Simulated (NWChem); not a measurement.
System: C4H4N2; SMILES C=C1N=CC=N1

Results from NWChem. Pople sets run with spherical d functions. Structure relaxed at the PBE0/def2-SVP level. B3LYP is NWChem's, with the RPA form of VWN correlation. Static field.

| level | isotropic polarisability (bohr³) | anisotropy (bohr³) | relative time |
|---|---|---|---|
| PBE/6-31+G* | 61.7 | 53.9 | 1 |
| B3LYP/6-31+G* | 61.2 | 55.3 | 2 |
| CAM-B3LYP/6-31+G* | 60.9 | 56.2 | 6 |
| Hartree-Fock/6-31+G* | 61.5 | 63.1 | 1 |

Relative times are rough (shared machine, one core).
